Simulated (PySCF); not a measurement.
Geometry:
| atom | x (Å) | y (Å) | z (Å) |
| --- | --- | --- | --- |
| F1 | -3.034 | 0.268 | -0.886 |
| C2 | -1.954 | 0.545 | -0.146 |
| F3 | -1.537 | 1.766 | -0.497 |
| F4 | -2.353 | 0.612 | 1.129 |
| C5 | -0.883 | -0.499 | -0.341 |
| C6 | 0.327 | -0.286 | 0.534 |
| C7 | 1.637 | -0.998 | 0.160 |
| Si8 | 1.732 | 0.860 | 0.084 |
| H9 | -1.353 | -1.477 | -0.143 |
| H10 | -0.614 | -0.484 | -1.408 |
| H11 | 0.090 | -0.325 | 1.605 |
| H12 | 1.630 | -1.543 | -0.792 |
| H13 | 2.146 | -1.556 | 0.953 |
| H14 | 2.421 | 1.609 | 1.163 |
| H15 | 1.728 | 1.501 | -1.254 |

Geometry: PBE0-D3(BJ)/def2-SVP; GIAO shifts from PySCF 2.14.0 with density-fitted response routines, gas phase, non-relativistic, averaged over equivalent atoms.

At PBE0/pcSseg-1 (178 basis functions, 21 s wall time on 1 thread of an Intel Xeon 6975P-C, shared host):
| atoms | δ (ppm) |
| --- | --- |
| F1/F3/F4 | -83.8 |
| C2 | 131.7 |
| C5 | 40.2 |
| C6 | 0.0 |
| C7 | -2.7 |
| Si8 | -131.8 |
| H14 | 2.86 |
| H15 | 2.67 |
| H9 | 2.65 |
| H10 | 1.12 |
| H13 | 0.90 |
| H11 | 0.88 |
| H12 | 0.15 |

Scale: 19F (σ = 177.25 ppm) vs CFCl3; TMS for 13C (σ = 184.41 ppm) and 29Si (σ = 351.99 ppm) and 1H (σ = 31.27 ppm) (reference shieldings calculated alike).

Q: Estimate the result of repeating the calculation with HF/pcSseg-1.

A: 
```json
{"atoms": "F1/F3/F4", "δ at HF/pcSseg-1": "-54.3", "change": "+29.5"}
{"atoms": "C2", "δ at HF/pcSseg-1": "114.4", "change": "-17.3"}
{"atoms": "C5", "δ at HF/pcSseg-1": "35.9", "change": "-4.3"}
{"atoms": "C6", "δ at HF/pcSseg-1": "-7.3", "change": "-7.3"}
{"atoms": "C7", "δ at HF/pcSseg-1": "-7.3", "change": "-4.6"}
{"atoms": "Si8", "δ at HF/pcSseg-1": "-121.4", "change": "+10.4"}
{"atoms": "H14", "δ at HF/pcSseg-1": "2.89", "change": "+0.03"}
{"atoms": "H15", "δ at HF/pcSseg-1": "2.72", "change": "+0.05"}
{"atoms": "H9", "δ at HF/pcSseg-1": "2.56", "change": "-0.09"}
{"atoms": "H10", "δ at HF/pcSseg-1": "1.09", "change": "-0.03"}
{"atoms": "H13", "δ at HF/pcSseg-1": "0.79", "change": "-0.11"}
{"atoms": "H11", "δ at HF/pcSseg-1": "0.60", "change": "-0.28"}
{"atoms": "H12", "δ at HF/pcSseg-1": "0.01", "change": "-0.14"}
```

References, each an isolated molecule treated in the same way: 19F (σ = 246.35 ppm) vs CFCl3; 13C (σ = 190.85 ppm) and 29Si (σ = 393.43 ppm) and 1H (σ = 31.69 ppm) against TMS.

The largest change is at F1/F3/F4 (fluorine of a CF3 group). Cost: 178 basis functions, 7.7 s wall time on 1 thread of an Intel Xeon 6975P-C, shared host. The order of the carbon signals is the same at both levels.

Unscaled 19F shifts against computed CFCl3 carry errors that often reach 10 to 50 ppm.
